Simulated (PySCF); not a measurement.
C7H16Si (SMILES CC(C)[C@]1([SiH3])C[C@H]1C), singlet, geometry from GFN2-xTB. Base run: HF/STO-3G in PySCF.

Input for PySCF:
```python
from pyscf import gto, scf

mol = gto.Mole()
mol.atom = '''
    C    -1.75882659    0.29817709    1.37223484
    C    -1.44297723   -0.24691455   -0.02155156
    C    -1.90943964   -1.69858592   -0.12798793
    C     0.03782601   -0.00991648   -0.32501193
    Si    0.44789960    1.80012318   -0.70613095
    C     0.84935440   -1.05963024   -1.04734225
    C     1.05742115   -0.84057146    0.41496571
    C     2.34514054   -0.25408120    0.93501982
    H    -1.19525164   -0.24526407    2.12764692
    H    -2.81911534    0.19570935    1.59446819
    H    -1.49387144    1.35101110    1.43813963
    H    -2.02758016    0.32988404   -0.74948490
    H    -1.82086915   -2.06578801   -1.14760260
    H    -1.34297671   -2.35188779    0.53137393
    H    -2.95772462   -1.76279787    0.15773436
    H     1.57080292    1.88645552   -1.64407827
    H    -0.72633504    2.42169604   -1.32396346
    H     0.79308464    2.53671868    0.51338403
    H     0.37518379   -1.97212885   -1.37370817
    H     1.62234474   -0.72131843   -1.72306632
    H     0.66117524   -1.60790180    1.07233535
    H     3.06646003   -1.04690970    1.13306935
    H     2.78037325    0.43233223    0.21346047
    H     2.17271309    0.28760128    1.86416473
'''
mol.basis = 'sto-3g'
mol.verbose = 4
mol.build()

mf = scf.RHF(mol)
mf.kernel()
mo_i, mo_e, stable_i, stable_e = mf.stability(internal=True, external=True, return_status=True, nroots=6, tol=1e-6)
print('internally stable:', stable_i, ' externally stable:', stable_e)
if not stable_e:
    umf = mf.to_uhf() if not hasattr(mf, 'xc') else mf.to_uks()
    umf.scf_summary = {}
    umf.kernel(umf.make_rdm1(mo_e, umf.mo_occ))
mf.analyze()
```

The bond that is stretched is that between atoms 13 and 3. A test that says stable can miss a lower solution.

The base run was repeated with changes; each row names its change, and settings that it needs were set with it.

```tsv
change	ΔE vs base (eV)	<S^2>	E after following the instability (Eh)	<S^2> there	HOMO-LUMO gap (eV)	stability test says
base	0.00	0.000	-	-	21.71	stable
bond × 1.25	1.18	0.000	-	-	21.67	stable
bond × 1.5	3.34	0.000	-556.64183	0.20	18.11	external instability
bond × 1.8	5.97	0.000	-556.59712	0.75	13.74	external instability
bond × 2.2	8.76	0.000	-556.58223	0.96	9.51	external instability
bond × 3.0	11.76	0.000	-556.57885	1.01	5.33	external instability
```

Where a bond breaks into two radicals, a solution with restricted orbitals usually stops being the lowest and lies too high; an unrestricted one lies lower at the price of spin contamination, which <S^2> shows.
